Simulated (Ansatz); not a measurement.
This triplet is an excited state, 0.72 eV above the relaxed singlet at the level frozen-core CCSD(T)/aug-cc-pVTZ // PBE-D3(BJ)/def2-SVPD (Ansatz, a quantum-chemistry and plane-wave program).

These are Ansatz with frozen-core CCSD(T)/aug-cc-pVTZ // PBE-D3(BJ)/def2-SVPD values and carry that method's errors.

Ansatz 0.2 input:
```yaml
crystal:
  periodic: [false, false, false]
  atoms:
    - { symbol: B, position_ang: [-0.83086, -0.216936, 0.397763] }
    - { symbol: S, position_ang: [0.843653, 0.558243, 0.350811] }
    - { symbol: H, position_ang: [-1.717406, -0.009658, -0.426407] }
    - { symbol: H, position_ang: [1.704614, -0.331649, -0.322168] }
basis:
  gaussian: { orbitals: aug-cc-pVTZ }
correlation:
  method: ccsd_t
total_charge: -1
magnetization:
  spin_polarized: true
  initial_magnetization: 2
```

Output:

```
Functional definition: HF
807 factors; integrals over basis functions are off by at most 1.0e-3 eV
mean field evaluation 1: about -11516.5766 eV, gradient 1.4e1 eV
mean field evaluation 2: about -11516.5799 eV, gradient 1.4e1 eV
mean field evaluation 4: about -11519.2457 eV, gradient 2.9e0 eV
mean field evaluation 8: about -11519.5818 eV, gradient 1.4e-1 eV
mean field evaluation 16: about -11516.5779 eV, gradient 1.4e1 eV
mean field evaluation 32: about -11519.5424 eV, gradient 9.9e-1 eV
mean field evaluation 64: about -11518.6389 eV, gradient 1.0e-2 eV
mean field evaluation 96: about -11518.2351 eV, gradient 1.3e-2 eV
mean field evaluation 128: about -11518.0644 eV, gradient 1.2e-1 eV
mean field -11519.58328643 eV, -423.3368775224 hartree, gradient 2.3e-6 eV, S^2 2.017451; 7 other end points of the search recorded, 0 dependent functions left out
determinant -11519.58328643 eV, -423.3368775224 hartree, with singles and doubles -11528.08086230 eV, -423.6491576757 hartree
determinant -11518.63886210 eV, -423.3021705682 hartree, with singles and doubles -11526.77121017 eV, -423.6010288474 hartree
determinant -11518.23519578 eV, -423.2873361047 hartree, with singles and doubles -11526.35054155 eV, -423.5855695610 hartree
determinant -11518.06449557 eV, -423.2810629876 hartree, with singles and doubles -11526.09544202 eV, -423.5761948262 hartree
6 core orbitals not correlated
reference -11519.58328643 eV, -423.3368775224 hartree; 7, 5 occupied and 129, 131 virtual orbitals, 807 factors
second order -7.57371332 eV of doubles, -0.00000000 eV of singles
cycle   1  -8.37768441 eV  change   -4.8e-1 eV  update   2.6e-2
cycle   2  -8.39796457 eV  change   -2.0e-2 eV  update   7.8e-3
cycle   3  -8.40104567 eV  change   -3.1e-3 eV  update   4.9e-3
cycle   4  -8.40264191 eV  change   -1.6e-3 eV  update   2.4e-3
cycle   5  -8.40351964 eV  change   -8.8e-4 eV  update   1.2e-3
cycle   6  -8.40389888 eV  change   -3.8e-4 eV  update   6.5e-4
cycle   7  -8.40399524 eV  change   -9.6e-5 eV  update   3.7e-4
cycle   8  -8.40402240 eV  change   -2.7e-5 eV  update   2.1e-4
cycle   9  -8.40399504 eV  change    2.7e-5 eV  update   1.1e-4
cycle  10  -8.40397241 eV  change    2.3e-5 eV  update   5.1e-5
cycle  11  -8.40398230 eV  change   -9.9e-6 eV  update   2.4e-5
cycle  12  -8.40398438 eV  change   -2.1e-6 eV  update   1.1e-5
perturbative correction -0.40439078 eV, -0.0148610872 hartree
Total energy: -11528.39166160 eV, -423.6605793392 hartree
```

Cost: around 50 core-seconds (rough).
